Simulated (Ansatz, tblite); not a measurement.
Cost and result up the ladder for SiCl4 (5 atoms). The state is a singlet with charge 0. Geometry: PBE-D4/def2-SVP.

Cartesian coordinates in Å:
```
Si 0.0003 0.0008 -0.0001
Cl 1.5302 -0.6823 1.1843
Cl -0.3513 1.9807 0.4084
Cl -1.6963 -1.0882 0.3819
Cl 0.5171 -0.2110 -1.9745
```

Ansatz on 2 threads of Arm Neoverse V1 on a shared host; xTB runs through tblite on one thread. Times are rough, summed over both states, and most runs start from the orbitals of an earlier one. No level here is sound enough to serve as a yardstick. The other state is a triplet.

The xTB rows come from tblite. HOMO above LUMO, or a gap near zero within one spin, warns that the state may not be the lowest or that an electron is smeared out.

xTB has no spin-polarisation term.

| level | functions | wall time | vertical triplet (eV) | remarks |
| --- | --- | --- | --- | --- |
| GFN1-xTB | 45 | 0.013 s | 8.03 | – |
| GFN2-xTB | 45 | 0.018 s | 7.14 | – |
| PBE-D4/def2-TZVP | 185 | 9.6 s | 6.06 | gap within one spin near zero (triplet) |
| r2SCAN-D4/def2-TZVP (with forces) | 185 | 47 s | 6.56 | gap within one spin near zero (triplet) |
